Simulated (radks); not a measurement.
Results of a calculation; reference values are marked as such.
All-electron atom: Ho2+ in [Xe] 4f11 (the NIST ground configuration).

Code: a radial shooting solver on a logarithmic mesh with Libxc functionals. Model: scalar-relativistic Kohn-Sham, RPBE, spin-polarised, spherical densities, finite nucleus; open shells are filled with parallel spins first (spin-orbit coupling, left out, can overturn this in heavy ions); Fermi nuclear charge, rms radius 5.2022 fm.

Energy parts (eV):
total: -343271.58
kinetic: 371177.37
electron-nucleus: -840265.72
Hartree: 133176.27
exchange-correlation: -7359.50

Orbitals (lengths in bohr, moments of r in powers of bohr):
| orbital | occ. | eigenvalue (eV) | <r^4> | <r^2> | <r> | <1/r> |
|---|---|---|---|---|---|---|
| 1s up | 1 | -55503.77 | 9.254e-07 | 0.0005882 | 0.02074 | 76.04 |
| 1s down | 1 | -55503.77 | 9.254e-07 | 0.0005882 | 0.02074 | 76.04 |
| 2s up | 1 | -9295.954 | 0.0001447 | 0.009169 | 0.08809 | 17.69 |
| 2s down | 1 | -9295.929 | 0.0001446 | 0.009169 | 0.08809 | 17.69 |
| 2p up | 3 | -8237.206 | 0.0001095 | 0.007441 | 0.07807 | 16.38 |
| 2p down | 3 | -8237.188 | 0.0001095 | 0.007441 | 0.07807 | 16.38 |
| 3s up | 1 | -2087.598 | 0.005497 | 0.06038 | 0.2299 | 6.516 |
| 3s down | 1 | -2086.380 | 0.005489 | 0.06034 | 0.2298 | 6.518 |
| 3p up | 3 | -1763.984 | 0.005796 | 0.06073 | 0.2289 | 6.097 |
| 3p down | 3 | -1762.767 | 0.005785 | 0.06067 | 0.2288 | 6.100 |
| 3d up | 5 | -1353.298 | 0.004567 | 0.05074 | 0.2079 | 5.781 |
| 3d down | 5 | -1352.374 | 0.004554 | 0.05068 | 0.2078 | 5.784 |
| 4s up | 1 | -424.7290 | 0.1344 | 0.3039 | 0.5189 | 2.749 |
| 4s down | 1 | -422.0930 | 0.1344 | 0.3040 | 0.5189 | 2.748 |
| 4p up | 3 | -318.2388 | 0.1776 | 0.3443 | 0.5501 | 2.518 |
| 4p down | 3 | -315.6357 | 0.1778 | 0.3445 | 0.5502 | 2.517 |
| 4d up | 5 | -174.3771 | 0.2789 | 0.4130 | 0.5964 | 2.222 |
| 4d down | 5 | -171.8017 | 0.2805 | 0.4138 | 0.5969 | 2.220 |
| 5s up | 1 | -65.1984 | 4.946 | 1.821 | 1.272 | 1.041 |
| 5s down | 1 | -63.9007 | 5.102 | 1.847 | 1.281 | 1.032 |
| 5p up | 3 | -40.4578 | 10.33 | 2.566 | 1.502 | 0.8673 |
| 5p down | 3 | -39.5389 | 10.79 | 2.618 | 1.517 | 0.8572 |
| 4f up | 7 | -18.2221 | 2.805 | 0.9357 | 0.8319 | 1.614 |
| 4f down | 4 | -15.9689 | 3.617 | 1.021 | 0.8595 | 1.587 |
| 6s up | 0 | -14.8794 | 224.9 | 12.49 | 3.347 | 0.3751 |
| 6s down | 0 | -14.7342 | 232.7 | 12.70 | 3.376 | 0.3720 |
| 5d up | 0 | -13.6497 | 89.97 | 7.104 | 2.456 | 0.5228 |
| 5d down | 0 | -13.3472 | 97.15 | 7.383 | 2.504 | 0.5116 |
| 6p up | 0 | -10.4299 | 507.2 | 18.66 | 4.086 | 0.3077 |
| 6p down | 0 | -10.3461 | 525.8 | 19.01 | 4.123 | 0.3051 |

The highest occupied level is 4f down at -15.969 eV. For comparison, the ionisation energy in NIST's Atomic Spectra Database is 22.79 eV (semi-empirical). In exact Kohn-Sham theory the highest level is minus the ionisation energy, but local and semilocal functionals leave it too shallow, through self-interaction and a potential that decays too fast; potentials with the right tail come closer.
